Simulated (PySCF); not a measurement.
A geometry optimisation, step by step.

Compound: [IrCl6]3- (charge -3 and singlet state).
Bonds: Ir1–Cl2, Ir1–Cl3, Ir1–Cl4, Ir1–Cl5, Ir1–Cl6, Ir1–Cl7.
The ion is multiply charged and has no counter-ions or solvent; whether it holds all its electrons wasn't checked.

Method: PySCF, PBE0-D3(BJ)/def2-SVP geometry optimisation, gas phase, def2 core potentials past Kr; density fitting, grid level 1; the optimiser is geomeTRIC in internal coordinates, started from a GFN2-xTB structure with every atom displaced at random (about 0.03 Å). The frame can shift and turn from step to step; on so coarse a grid that alone can change the energy by a few meV, and forces under 0.02 eV/Å are noise.

Step 0: E = -77928.3704 eV, largest atomic force 2.205 eV/Å
```
atom  x, y, z in Å  |  force x, y, z in eV/Å
Ir1     0.063   -0.078    0.012   -0.828   1.932  -0.665
Cl2    -0.036   -0.023    2.361    0.153  -0.130   0.840
Cl3    -0.043    0.002   -2.395    0.241  -0.144  -0.381
Cl4     2.469    0.010    0.008    0.246  -0.136   0.039
Cl5    -2.376   -0.018   -0.052   -0.044  -0.172   0.110
Cl6    -0.021    2.380    0.004    0.134   0.084   0.039
Cl7     0.036   -2.376   -0.007    0.098  -1.434   0.018
```

Step 1: E = -77928.5276 eV, largest atomic force 0.660 eV/Å
```
atom  x, y, z in Å  |  force x, y, z in eV/Å
Ir1     0.027   -0.035   -0.001   -0.255   0.561  -0.234
Cl2     0.003   -0.046    2.417    0.019   0.000   0.095
Cl3    -0.023    0.008   -2.443    0.125  -0.067   0.052
Cl4     2.456    0.014    0.020    0.009  -0.057  -0.011
Cl5    -2.416   -0.041   -0.060    0.075  -0.033   0.094
Cl6     0.008    2.432   -0.008    0.001  -0.185   0.035
Cl7     0.037   -2.434    0.006    0.027  -0.220  -0.032
```

Step 2: E = -77928.5356 eV, largest atomic force 0.186 eV/Å
```
atom  x, y, z in Å  |  force x, y, z in eV/Å
Ir1     0.020   -0.018   -0.006   -0.110   0.127  -0.080
Cl2    -0.040    0.005    2.425    0.086  -0.066  -0.011
Cl3     0.036   -0.019   -2.447   -0.006   0.023   0.065
Cl4     2.452   -0.024   -0.039    0.000   0.051   0.087
Cl5    -2.415   -0.029   -0.021    0.027  -0.023  -0.005
Cl6    -0.021    2.427    0.043    0.039  -0.086  -0.073
Cl7     0.060   -2.444   -0.024   -0.035  -0.026   0.018
```

Step 3: E = -77928.5447 eV, largest atomic force 0.083 eV/Å
```
atom  x, y, z in Å  |  force x, y, z in eV/Å
Ir1     0.010   -0.011   -0.010    0.059  -0.058   0.010
Cl2     0.000   -0.029    2.425   -0.010   0.015  -0.023
Cl3     0.023   -0.003   -2.445    0.001   0.005   0.018
Cl4     2.442    0.006    0.003    0.002   0.008   0.001
Cl5    -2.420   -0.040   -0.031   -0.018   0.015   0.011
Cl6    -0.001    2.420    0.003   -0.021   0.007  -0.004
Cl7     0.038   -2.445   -0.013   -0.013   0.009  -0.014
```

Step 4: E = -77928.5451 eV, largest atomic force under 0.02 eV/Å
```
atom  x, y, z in Å  |  force x, y, z in eV/Å
Ir1     0.013   -0.014   -0.010    0.006   0.001  -0.002
Cl2    -0.001   -0.026    2.423   -0.001   0.002  -0.004
Cl3     0.024   -0.004   -2.443    0.006   0.000   0.006
Cl4     2.445    0.006    0.004   -0.001   0.003   0.002
Cl5    -2.419   -0.037   -0.028   -0.002   0.001   0.007
Cl6    -0.007    2.419    0.003   -0.004  -0.005  -0.003
Cl7     0.037   -2.446   -0.017   -0.004  -0.002  -0.005
```

Step 5: E = -77928.5452 eV, largest atomic force under 0.02 eV/Å
```
atom  x, y, z in Å  |  force x, y, z in eV/Å
Ir1     0.013   -0.015   -0.010   -0.002   0.003  -0.002
Cl2    -0.003   -0.026    2.423    0.003   0.001   0.000
Cl3     0.027   -0.003   -2.442    0.001  -0.001  -0.001
Cl4     2.446    0.008    0.003   -0.001  -0.001   0.003
Cl5    -2.419   -0.037   -0.025    0.000   0.000   0.001
Cl6    -0.008    2.417    0.001   -0.002   0.000   0.001
Cl7     0.035   -2.447   -0.019    0.000   0.000  -0.002
```

**Question.** Summarise the path.

**Answer.** The energy falls by 4.03 kcal/mol from step 0 to step 5; nine tenths of that is first reached at step 2. It falls at every step. The largest force goes from 2.205 to under 0.02 eV/Å. Among the bonds Ir1–Cl7 changes most, from 2.298 to 2.432 Å; the atoms move by 0.065 Å rms after alignment.

**Question.** Follow the three bonds and two angles with the largest change from start to end.

**Answer.** 
```json
{"step": "0", "E above end (kcal/mol)": "4.03", "largest force (eV/Å)": "2.205", "Ir1–Cl7 (Å)": "2.298", "Ir1–Cl2 (Å)": "2.352", "Ir1–Cl6 (Å)": "2.459", "Cl2–Ir1–Cl3 (°)": "174.1", "Cl3–Ir1–Cl5 (°)": "85.9"}
{"step": "1", "E above end (kcal/mol)": "0.40", "largest force (eV/Å)": "0.660", "Ir1–Cl7 (Å)": "2.399", "Ir1–Cl2 (Å)": "2.418", "Ir1–Cl6 (Å)": "2.467", "Cl2–Ir1–Cl3 (°)": "178.1", "Cl3–Ir1–Cl5 (°)": "87.4"}
{"step": "2", "E above end (kcal/mol)": "0.22", "largest force (eV/Å)": "0.186", "Ir1–Cl7 (Å)": "2.426", "Ir1–Cl2 (Å)": "2.433", "Ir1–Cl6 (Å)": "2.446", "Cl2–Ir1–Cl3 (°)": "178.8", "Cl3–Ir1–Cl5 (°)": "90.0"}
{"step": "3", "E above end (kcal/mol)": "0.01", "largest force (eV/Å)": "0.083", "Ir1–Cl7 (Å)": "2.434", "Ir1–Cl2 (Å)": "2.435", "Ir1–Cl6 (Å)": "2.431", "Cl2–Ir1–Cl3 (°)": "179.8", "Cl3–Ir1–Cl5 (°)": "89.8"}
{"step": "4", "E above end (kcal/mol)": "0.00", "largest force (eV/Å)": "under 0.02", "Ir1–Cl7 (Å)": "2.432", "Ir1–Cl2 (Å)": "2.433", "Ir1–Cl6 (Å)": "2.433", "Cl2–Ir1–Cl3 (°)": "179.9", "Cl3–Ir1–Cl5 (°)": "89.8"}
{"step": "5", "E above end (kcal/mol)": "0.00", "largest force (eV/Å)": "under 0.02", "Ir1–Cl7 (Å)": "2.432", "Ir1–Cl2 (Å)": "2.432", "Ir1–Cl6 (Å)": "2.432", "Cl2–Ir1–Cl3 (°)": "179.9", "Cl3–Ir1–Cl5 (°)": "90.0"}
```

The cost below is that of the whole optimisation. The run took 1.8 min on an Intel Xeon Platinum 8488C with one thread (shared host), and the process peaked at 0.62 GiB of memory.
